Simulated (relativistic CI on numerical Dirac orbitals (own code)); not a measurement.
Fe⁺ in a cubic cluster: 3p photoemission with charge transfer

Computed with a charge-transfer multiplet model of a cubic metal-ligand cluster with up to 2 ligand holes, Slater and spin-orbit integrals from Dirac-Coulomb-Breit ions, Slater integrals scaled by 0.9. The ground state mixes d7 with configurations of k ligand holes L, whose averages lie at kΔ + k(k − 1)U_dd/2; a core hole lowers each added d electron by U_cd. 300 K, Lorentzian 0.9 eV and Gaussian 0.8 eV FWHM.

Atomic integrals in eV (Slater integrals scaled, ζ unscaled), ground: F2dd 8.720, F4dd 5.369, zeta_d 0.042; with the core hole: F2dd 9.922, F4dd 6.164, zeta_d 0.049, zeta_core 0.991, F2cd 11.036, G1cd 13.708, G3cd 8.281.

Cluster parameters (eV): Δ = 6.6, U_dd = 5.9, U_cd = 7.1, 10Dq = 0.5, 10Dq(ligand) = 1.5, final-state hopping factor = 1.

| Case | n_d | d7 | d8L | d9L2 | S |
| --- | --- | --- | --- | --- | --- |
| V(eg) = 1.1 eV, V(t2g) = -0.47 eV | 7.04 | 0.96 | 0.04 | 0.00 | 1.50 |
| V(eg) = 1.4 eV, V(t2g) = -0.6 eV | 7.06 | 0.94 | 0.06 | 0.00 | 1.50 |
| V(eg) = 1.7 eV, V(t2g) = -0.73 eV | 7.09 | 0.91 | 0.09 | 0.00 | 1.50 |
| V(eg) = 2 eV, V(t2g) = -0.86 eV | 7.12 | 0.88 | 0.11 | 0.00 | 1.50 |
| V(eg) = 2.3 eV, V(t2g) = -0.99 eV | 7.15 | 0.86 | 0.14 | 0.00 | 1.50 |

Weights, n_d and S are thermal averages at 300 K. Binding energies count from the first peak over 30 % of the highest in each spectrum, which can be another peak from case to case. The parameters are a model scan and need not match a compound or its usual spin state. Peaks in eV (height, largest 100):
- V(eg) = 1.1 eV, V(t2g) = -0.47 eV: 0.0 (100), 4.0 (88), 8.8 (40), 10.6 (22), 14.4 (10), 17.8 (32), 20.3 (41)
- V(eg) = 1.4 eV, V(t2g) = -0.6 eV: 0.0 (100), 4.0 (85), 8.9 (36), 11.3 (22), 17.5 (31), 20.8 (36)
- V(eg) = 1.7 eV, V(t2g) = -0.73 eV: 0.0 (100), 4.1 (82), 6.6 (39), 9.0 (33), 11.7 (22), 17.6 (32), 21.4 (31)
- V(eg) = 2 eV, V(t2g) = -0.86 eV: 0.0 (100), 4.4 (74), 6.9 (42), 9.2 (31), 12.0 (20), 17.8 (29), 21.9 (27)
- V(eg) = 2.3 eV, V(t2g) = -0.99 eV: 0.0 (100), 4.8 (62), 7.0 (43), 9.6 (30), 12.1 (18), 13.6 (18), 17.7 (25), 22.5 (23)

Curve for V(eg) = 1.1 eV, V(t2g) = -0.47 eV (points under 2 left out, the grid thinned):

| E (eV) | Intensity |
| --- | --- |
| -4.3 | 2.7 |
| -3.6 | 3.6 |
| -3.0 | 4.9 |
| -2.3 | 7.8 |
| -1.7 | 13.7 |
| -1.0 | 37.5 |
| -0.3 | 90.9 |
| 0.3 | 93.9 |
| 1.0 | 65.0 |
| 1.7 | 53.6 |
| 2.3 | 59.7 |
| 3.0 | 70.3 |
| 3.6 | 83.3 |
| 4.3 | 84.4 |
| 5.0 | 57.3 |
| 5.6 | 38.5 |
| 6.3 | 27.9 |
| 6.9 | 25.2 |
| 7.6 | 25.1 |
| 8.3 | 34.5 |
| 8.9 | 39.4 |
| 9.6 | 27.3 |
| 10.3 | 21.8 |
| 10.9 | 21.1 |
| 11.6 | 16.4 |
| 12.2 | 14.0 |
| 12.9 | 11.3 |
| 13.6 | 10.2 |
| 14.2 | 10.3 |
| 14.9 | 10.3 |
| 15.5 | 12.6 |
| 16.2 | 19.9 |
| 16.9 | 24.9 |
| 17.5 | 30.6 |
| 18.2 | 28.9 |
| 18.8 | 24.4 |
| 19.5 | 30.7 |
| 20.2 | 40.8 |
| 20.8 | 32.2 |
| 21.5 | 13.4 |
| 22.2 | 6.7 |
| 22.8 | 5.0 |
| 23.5 | 4.7 |
| 24.1 | 3.9 |
| 24.8 | 2.1 |

For the case V(eg) = 1.7 eV, V(t2g) = -0.73 eV, Δ = 6.6 eV is larger than U_dd = 5.9 eV, the Mott-Hubbard side of the Zaanen-Sawatzky-Allen scheme. With the core hole the average of the configuration with one ligand hole lies at Δ − U_cd = -0.5 eV before mixing: the effective hopping of about 2.4 eV (from the holes of the mixed ground state) is comparable with this gap or larger, so the configurations mix strongly.
